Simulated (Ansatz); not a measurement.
System: sum formula SiN$_{2}$H$_{5}$, charge 0, multiplicity 2. It need not be the lowest isomer of its formula. 
Geometry from a B3LYP-D3(BJ)/def2-TZVP (Ansatz, a program for electronic structure) optimisation:
```
Si
N 1 1.7097
H 2 1.0080 1 120.62
H 2 1.0080 3 110.98 1 149.41
N 1 1.7536 2 115.11 3 73.24
H 5 1.0242 1 113.20 2 -180.00
H 1 1.4853 2 107.58 3 -167.02
H 1 1.4853 7 111.75 2 -117.87
```
Charge 0, spin multiplicity 2.

Basis-set convergence of Hartree-Fock and MP2 correlation energies (hartree) with Ansatz. Correlated levels leave the core frozen unless marked. Open shells are spin-unrestricted. No spin-orbit coupling. Non-relativistic.

| basis | functions | E(HF) | E(corr, MP2) |
|---|---|---|---|
| cc-pV(D+d)Z | 76 | -400.75330 | -0.40558 |
| cc-pV(T+d)Z | 169 | -400.81030 | -0.51212 |
| cc-pV(Q+d)Z | 324 | -400.82333 | -0.55039 |
| cc-pV(5+d)Z | 557 | -400.82627 | -0.56550 |

Extrapolating the two largest sets (X = 4 and 5) as X^-3: E(corr) = (125·(-0.56550) - 64·(-0.55039))/61 = -0.5814 Eh, an estimate of the basis-set limit. The largest set recovers 97.3 % of it, the smallest 69.8 %.
